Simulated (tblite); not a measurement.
Species: C6H10O2Si.
Structure used (GFN2-xTB), in Å, numbered top down from 1:
```xyz
19
C6H10O2Si angstrom
C     -0.357   -2.056   -0.190
C     -0.295   -0.584    0.094
C      0.820    0.147   -0.037
C      2.121   -0.459   -0.488
Si     0.665    1.993    0.263
O     -0.938    2.280   -0.007
C     -1.921    1.390   -0.024
O     -3.008    1.670   -0.446
C     -1.594    0.028    0.557
H      0.601   -2.533    0.000
H     -0.615   -2.222   -1.237
H     -1.116   -2.537    0.422
H      2.476   -1.189    0.240
H      2.002   -0.967   -1.444
H      2.882    0.308   -0.597
H      1.317    2.822   -0.739
H      0.940    2.381    1.647
H     -2.434   -0.631    0.333
H     -1.557    0.169    1.644
```

Level: GFN2-xTB in tblite, geometry and Hessian alike; calculated harmonic values, unscaled, isolated species. Against measured fundamentals such values can be off by several per cent, at times by over 20. Modes of hydrogen on silicon can be 10 to 20 % off. One conformer, not necessarily the lowest. The optimisation stopped once no atom felt more than 0.01 eV/Å.

Lowest wavenumbers of the output (negative numbers stand for imaginary wavenumbers):
```
mode    cm-1
  1     -57.3
  2      58.4
  3      88.4
  4     117.7
  5     142.8
  6     250.5
  7     292.3
  8     335.1
  9     347.3
 10     384.8
```

Task: Is this structure a minimum?

Result: Not by this Hessian. 1 mode is imaginary beyond 20i (57i cm⁻¹), so at this level the point lies at or near a first-order saddle. The curvature is small, so loose convergence or finite differences may be the whole cause.

Task: Which atoms move in the imaginary mode?

Result: 57i: H11 (methyl hydrogen) 40 %, H10 (methyl hydrogen) 27 %, H12 (methyl hydrogen) 24 %. These are shares of the mass-weighted motion.

Task: What is the remedy?

Result: Step along that mode in both directions, optimise again with tighter thresholds and repeat the frequencies. The zero-point energy of this point (90.5 kcal/mol) counts the 50 real modes alone, and thermal corrections from it aren't those of a minimum.

On Arm Neoverse V2, one thread, shared host, this took 0.68 s wall. This covers the Hessian and the dipole derivatives.
